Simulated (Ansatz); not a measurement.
silicon atom (Si), triplet. Base run: MP2/def2-SVP (Ansatz, a quantum-chemistry and plane-wave program).

The Ansatz input:
Ansatz 0.2 input:
```yaml
crystal:
  periodic: [false, false, false]
  atoms:
    - {symbol: Si, position_ang: [0.00000000, 0.00000000, 0.00000000]}
basis:
  gaussian:
    orbitals: def2-SVP
magnetization: {spin_polarized: true, initial_magnetization: 2}
correlation: {method: mp2}
```

The base run was repeated with changes; each row names its change, and settings that it needs were set with it.

```
change                         ΔE vs base (mEh)  MP2 correlation (Eh)  basis functions
-----------------------------  ----------------  --------------------  ---------------
base                                      0.000              -0.04349               18
method = bccd_t                         -18.920              -0.04349               18
lower_state_search = off                  0.000              -0.04349               18
method = ccsd                           -17.965              -0.04349               18
method = rpa                                  ?                     -               18
reference functional = pbe0               0.349                     -               18
electrons = outside_noble_gas             0.000              -0.04349               18
electrons = all                               ?                     ?               18
method = bccd                           -17.889              -0.04349               18
accuracy = high                          -0.001              -0.04349               18
```

Task: Some entries are withheld; supply them.

Result: 
- method = rpa, ΔE vs base (mEh): -21.681
- electrons = all, ΔE vs base (mEh): -7.345
- electrons = all, MP2 correlation (Eh): -0.05083
